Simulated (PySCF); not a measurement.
Q: Write Cartesian coordinates for [IrCl6]3- (`[Cl][Ir-3]([Cl])([Cl])([Cl])([Cl])[Cl]`) as optimised with PBE0-D3(BJ)/def2-SVP. (Charge -3 and singlet state.)

A: 
```xyz
7
IrCl6 angstrom
Ir     0.0004    0.0002   -0.0001
Cl    -0.0192   -0.0090    2.4321
Cl     0.0196    0.0101   -2.4324
Cl     2.4326    0.0013    0.0196
Cl    -2.4320   -0.0027   -0.0202
Cl    -0.0078    2.4323    0.0106
Cl     0.0065   -2.4323   -0.0097
```

Orientation and origin are arbitrary. Atoms count from 1 in this order. Ir1 (iridium bonded to 6 Cl) is octahedral (the three widest angles are 180.0°, 180.0° and 179.9°, the others run from 89.9° to 90.2°). All 6 Cl–Ir bonds measure 2.432 to 2.433 Å.

Bonds between heavy atoms (Å): Ir1–Cl2 2.432, Ir1–Cl3 2.432, Ir1–Cl4 2.432, Ir1–Cl5 2.432, Ir1–Cl6 2.432, Ir1–Cl7 2.433.

Method: PBE0-D3(BJ)/def2-SVP geometry optimisation, gas phase, def2 core potentials past Kr in PySCF.

Point group: Oh (every atom within 0.08 Å of its image). No frequency check. Whether so highly charged an anion holds all its electrons in the gas phase wasn't checked; a finite basis holds them in any case. No counter-ion or solvent screens the charge of this multiply charged ion. The geometry's basis has no diffuse functions, a weakness for an anion.
